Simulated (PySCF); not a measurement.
Si(CCH)(H)(OH)2, C2H4O2Si, SMILES C#C[SiH](O)O, PBE0/def2-SVP optimised geometry. Atoms within 1.6 Å of the plane z = 0.0 Å (x, y, z in Å): Si1 (-1.80, -0.77, 0.00), O2 (-2.27, 0.82, 0.00), O3 (-2.39, -1.59, -1.30), C4 (0.04, -0.77, 0.00), C5 (1.26, -0.75, 0.00), H6 (-2.34, -1.47, 1.18), H7 (-1.57, 1.47, -0.06), H9 (2.34, -0.75, 0.01).

Level of theory: PBE0/def2-TZVP run with PySCF. Cells within 0.4 Å of a nucleus heavier than hydrogen are left out (blank, or x).

Map of the Laplacian of the electron density (e/bohr⁵), clipped to [-1.50, 1.50] on the plane z = 0.0 Å:

```
|5555555555555555555555555555555|
|5555555555555555555555555555555|
|5555555555555555555555555555555|
|5555555555555555555555555555555|
|5555555555555555555555555555555|
|5555555555555555555555555555555|
|5555555555555555555555555555555|
|5555555555555555555555555555555|
|5555555555555555555555555555555|
|5555555555555555555555555555555|
|5555556661055555555555555555555|
|5555566x01355555555555555555555|
|5555560xx3655555555555555555555|
|5555564xx5655555555555555555555|
|5555556535555555555555555555555|
|5555555555555555555555555555555|
|5555555699954445443544555555555|
|55555559xxx943xxx1xxx1105555555|
|55555559xxx943xxx1xxx1105555555|
|5555555699964446343544555555555|
|5555555556555555555555555555555|
|5555555555555555555555555555555|
|5555555555555555555555555555555|
|5555555555555555555555555555555|
|5555555555555555555555555555555|
|5555555555555555555555555555555|
|5555555555555555555555555555555|
|5555555555555555555555555555555|
|5555555555555555555555555555555|
|5555555555555555555555555555555|
|5555555555555555555555555555555|
```
Scale: ten equal steps from -1.50 (start of '0') to 1.50 (end of '9'), in the order '0123456789'; x runs from -4.50 to 4.50, y from -4.50 (bottom) to 4.50 (top).
